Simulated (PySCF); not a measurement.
SMILES CCC[SiH2][GeH3], GFN2-xTB optimised geometry.

```
17

C      1.59    -0.68    -1.26
C      1.01    -1.30     0.00
C     -0.51    -1.30     0.00
Si    -1.28     0.44     0.00
Ge    -0.08     1.83     1.46
H      1.32     0.37    -1.33
H      1.22    -1.19    -2.15
H      2.68    -0.75    -1.26
H      1.38    -2.33     0.09
H      1.38    -0.74     0.87
H     -0.86    -1.83     0.89
H     -0.87    -1.86    -0.86
H     -1.29     1.02    -1.35
H     -2.68     0.34     0.43
H      1.24     2.33     0.96
H      0.28     1.22     2.79
H     -0.78     3.09     1.85
```

Density from B3LYP/def2-SVP (PySCF 2.14.0) at that geometry.

Minimum of the electron density along straight lines between bonded atoms, close to the bond critical point (lines longer than 1.1 times the sum of covalent radii, or with two minima, are not listed):

```csv
bond,length / Å,ρ at the minimum / e bohr⁻³,∇²ρ there / e bohr⁻⁵,position (fraction from the first atom)
C1–C2,1.522,0.247,-0.57,0.50
C2–C3,1.526,0.243,-0.55,0.50
C3–Si4,1.905,0.112,0.29,0.62
Si4–Ge5,2.339,0.092,___,0.35
C1–H6,1.089,0.276,-1.00,0.62
C1–H7,1.088,0.277,-1.01,0.62
C1–H8,1.088,0.277,-1.02,0.62
C2–H9,1.094,0.276,-1.00,0.62
C2–H10,1.096,0.275,-0.98,0.62
C3–H11,1.092,0.272,-0.96,0.62
C3–H12,1.091,0.272,-0.96,0.62
Si4–H13,1.469,0.115,0.33,0.49
Si4–H14,1.468,0.115,0.33,0.49
Ge5–H15,1.503,0.138,0.08,0.59
Ge5–H16,1.503,0.138,0.08,0.59
Ge5–H17,1.501,0.139,0.09,0.59
```

### Question
What belongs in the gaps?

### Answer

- Si4–Ge5, ∇²ρ there / e bohr⁻⁵: -0.06
